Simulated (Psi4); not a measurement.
Pair of molecules, SMILES [AlH3] with SMILES CC#N, pulled apart as rigid monomers along the line of their centres of mass from the B3LYP-D3(BJ)/def2-TZVP minimum (SMILES order as in the coordinates).
Starting geometry (charge 0, multiplicity 1):
```xyz
10

Al    -0.0353     0.1532    -0.4098
H     -1.4953    -0.2202    -0.9285
H      1.1463    -0.8622    -0.7449
H      0.3328     1.7000    -0.3011
C     -0.5807    -0.7972     4.0847
C     -0.4101    -0.5000     2.6786
N     -0.2748    -0.2651     1.5675
H     -0.1345    -1.7657     4.3128
H     -0.0947    -0.0276     4.6850
H     -1.6431    -0.8252     4.3287
```

Calculation: Psi4 1.11 with SAPT0/jun-cc-pV(D+d)Z.

```
Al1···N7 (Å)  electrostatics (kcal/mol)  exchange (kcal/mol)  induction (kcal/mol)  dispersion (kcal/mol)   total
------------  -------------------------  -------------------  --------------------  ---------------------  ------
1.83                             -64.53                84.13                -31.70                  -9.59  -21.69
2.04                             -42.86                45.37                -22.20                  -6.65  -26.34
2.34                             -24.49                17.75                -11.95                  -3.92  -22.61
2.85                                  ?                 3.58                     ?                  -1.68  -13.37
3.66                              -4.93                 0.25                 -0.62                  -0.48   -5.78
```

Question: Fill in the missing entries.

Answer: 
- 2.85, electrostatics (kcal/mol): -11.56
- 2.85, induction (kcal/mol): -3.71
